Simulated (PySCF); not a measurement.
A GIAO shielding run with PySCF 2.14 (density fitting, non-relativistic, gas phase) on SMILES FC(CF)(F)[C@@]1(F)O[C@@H]1F, C₄H₃F₅O:

```
$ OMP_NUM_THREADS=1 python probes_run.py task.json out

{"job": {"kind": "nmr", "xc": "PBE0", "basis": "pcSseg-1"}, "charge": 0, "multiplicity": 1}
F     -1.037578    -0.731092     1.556171
C     -1.652405    -0.275827     0.429449
C     -0.644437     0.520171    -0.407341
F     -0.401182     1.728439     0.160762
F     -1.184427     0.782999    -1.619786
C      0.685395    -0.215751    -0.554070
F      0.507572    -1.473552    -1.013979
O      1.781894     0.456062    -1.043847
C      1.858322     0.069477     0.281325
F      2.700155    -0.932356     0.561066
H     -2.005668    -1.138165    -0.143848
H     -2.481554     0.372699     0.728359
H      1.869524     0.837381     1.048009
```

Hardware: 1 thread of an Intel Xeon Platinum 8488C, shared host. The job also computes population analyses, field gradients, ring-centre shieldings.

Question: How large is the calculation?

Answer: 80 electrons, 185 basis functions and 960 auxiliary functions.

Question: How long does it take, and how much memory does it need?

Answer: 25 s of wall time, with 14 SCF cycles and 4 response iterations; peak memory 0.82 GiB. Times on a shared host scatter by some tens of per cent.
